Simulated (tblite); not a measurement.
A tight-binding relaxation on `N[Si](N)([N-][SiH3])N[SiH3]`.

Computed with GFN2-xTB geometry optimisation, gas phase (tblite 0.8.0). Start geometry: from a force field or distance geometry. The command runs a driver script over a list of jobs; the input below is this job's line of settings and its coordinates in Å.

Command:
```bash
OMP_NUM_THREADS=1 python probes_run.py task.json out
```

Input:
```
{"job": {"kind": "relax", "xc": "GFN2-xTB", "basis": "xTB"}, "charge": -1, "multiplicity": 1}
N     -1.653700     0.772400     0.931400
Si    -0.248800     0.543500     0.127200
N     -0.214200     2.165100    -0.314000
N      1.194600     0.681800     0.973200
Si     1.517000    -0.625100     2.100600
N     -0.395500     0.029000    -1.409100
Si    -0.314800    -1.642900    -1.555300
H     -1.878300     1.737700     0.670400
H     -1.408900     0.845200     1.915600
H      0.502100     2.494700     0.323000
H      0.267300     2.110500    -1.206300
H      0.496800    -0.648600     3.176900
H      2.837100    -0.390400     2.733500
H      1.562400    -1.938300     1.400400
H     -1.309500     0.347300    -1.701900
H     -1.319100    -2.346100    -0.696900
H     -0.700700    -1.947300    -2.949700
H      1.057500    -2.182100    -1.383700
```

Output:
```
step      E/eV     max force
  0    -617.59789    6.188
  1    -618.63982    2.901
  2    -618.89998    2.187
  3    -619.13464    1.137
  4    -619.38033    1.287
  5    -619.68345    1.347
  6    -619.92784    1.283
  7    -620.08783    0.705
  8    -620.15270    0.496
  9    -620.19006    0.516
... (100 lines left out)
110    -620.40183    0.041
111    -620.40194    0.035
112    -620.40205    0.031
113    -620.40213    0.022
114    -620.40217    0.022
115    -620.40223    0.025
116    -620.40231    0.040
117    -620.40243    0.044
118    -620.40252    0.026
119    -620.40255    0.009
```

«max force» is the largest atomic force in eV/Å.

Problem. From which step on does the largest force stay under 0.1 eV/Å, and how much energy is left to gain from there?

Solution. From step 83 (0.055 eV/Å), 6.6 meV above the end.

Main results: energy lowered by 64.7 kcal/mol over 119 steps; largest atomic force 0.009 eV/Å at the end.

Problem. Where do the atoms end?

Solution. 0.529 Å rms from the input after alignment:
```
atom  x, y, z in Å
N1    -1.7758    1.0880    0.8334
Si2   -0.1657    0.9414    0.1009
N3     0.0039    2.5188   -0.6737
N4     1.1461    0.5101    1.0399
Si5    1.5151   -0.7546    2.0638
N6    -0.5142   -0.0769   -1.3144
Si7   -0.3335   -1.7553   -1.4082
H8    -1.7677    1.7001    1.6368
H9    -2.1012    0.1873    1.1558
H10    0.1680    3.2428    0.0101
H11    0.7995    2.5213   -1.2952
H12    0.6587   -0.9167    3.2902
H13    2.8837   -0.5214    2.5987
H14    1.5343   -2.1465    1.5220
H15   -1.1898    0.3510   -1.9252
H16   -1.0258   -2.5643   -0.3813
H17   -0.9226   -2.1701   -2.7073
H18    1.0783   -2.1487   -1.4113
```

On one thread, Intel Xeon at 2.50 GHz (x86_64), no GPU, on a shared host, this took 5.8 s wall, 3.5 s CPU.
Labels such as C1 count atoms from 1, the log's own numbers from 0.
